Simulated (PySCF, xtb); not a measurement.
Constitutional and geometric isomers with formula C2H6Si2. All species are isolated molecules in the gas phase. One relaxed conformer stands for each flexible species; it need not be the lowest. Strings in code marks are SMILES.

Quantity: electronic energy of isomers of C2H6Si2 relative to `C1=C[SiH2][SiH2]1`, in eV.

Level 1: B3LYP-D3(BJ)/def2-TZVP (PySCF)
Level 2: PBE-D3(BJ)/def2-TZVP // B3LYP-D3(BJ)/def2-TZVP (PySCF)
Level 3: BP86/6-31G* // B3LYP-D3(BJ)/def2-TZVP (PySCF)
Level 4: GFN2-xTB (xtb)

```csv
species,level 1,level 2,level 3,level 4
`[SiH2]=CC=[SiH2]` (Si–C–C–Si torsion 180°),1.62,1.58,1.54,0.76
`[SiH2]=C1C[SiH2]1`,1.55,1.47,1.49,0.93
`C=[SiH]C=[SiH2]` (C–Si–C–Si torsion 180°),1.23,1.26,1.36,1.13
```
